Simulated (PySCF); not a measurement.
# How a change of structure moves an absorption spectrum

Level of theory: PySCF 2.14.0, density-fitted response routines, TDDFT CAM-B3LYP/def2-SVPD, vertical, gas phase, core orbitals frozen in the response. Geometries: PBE0-D3(BJ)/def2-SVP; one conformer of each isolated species. Triplets are in the Tamm–Dancoff approximation. Relativistic effects are left out although some hold elements past zinc.

Parent: `C[As](C)C` (AsMe3), with lowest singlet excitation energy 6.47 eV, HOMO energy -7.80 eV, S1–T1 gap 1.04 eV, lowest triplet energy 5.43 eV, mean static polarisability 71.6 au, HOMO–LUMO gap 9.20 eV. Its spectrum: 192 nm (f 0.042); 192 nm (f 0.231 summed over 2 states); 171 nm (f 0.295); 156 nm (f 0.026); 153 nm (f 0.008 summed over 2 states).

(1) Give the shifts from the parent for: ligand (all three): Me to SMe (`CS[As](SC)SC`); ligand (all three): Me to SiH3 (`[SiH3][As]([SiH3])[SiH3]`); ligand (all three): Me to OMe (`CO[As](OC)OC`); ligand (all three): Me to H (`[H][As]([H])[H]`).

Results:

(1) 

```
                        change                    SMILES  Δ S1 (eV)  Δ HOMO (eV)  Δ S1−T1 (eV)  Δ T1 (eV)  Δ α (au)  Δ gap (eV)
 ligand (all three): Me to SMe              CS[As](SC)SC      -1.99        +0.13         -0.46      -1.54     +67.6       -1.47
ligand (all three): Me to SiH3  [SiH3][As]([SiH3])[SiH3]      -0.43        -0.69         -0.40      -0.03     +50.8       -0.13
 ligand (all three): Me to OMe              CO[As](OC)OC      -0.22        -0.84         +0.09      -0.31     +10.3       +0.30
   ligand (all three): Me to H           [H][As]([H])[H]      +0.42        -1.31         -0.03      +0.45     -37.0       +1.04
```

S1 falls most with ligand (all three): Me to SMe (-1.99 eV), and it rises most with ligand (all three): Me to H (+0.42 eV). S1 is simply the lowest singlet of each species and needn't be the same kind of state throughout. Over these 4 changes the shifts of S1 and of the HOMO–LUMO gap correlate with r = 0.99.

Lowest levels of each derivative:
- `CS[As](SC)SC`: 4.48 eV (f 0.017); 4.50 eV (f 0.018); 4.74 eV (f 0.006)
- `[SiH3][As]([SiH3])[SiH3]`: 6.04 eV (f 0.071); 6.20 eV (f 0.090 summed over 2 states); 6.45 eV (f 0.006)
- `CO[As](OC)OC`: 6.25 eV (f 0.111); 6.27 eV (f 0.115); 6.91 eV (f 0.001)
- `[H][As]([H])[H]`: 6.89 eV (f 0.148); 7.17 eV (f 0.144 summed over 2 states); 9.09 eV (f 0.000)
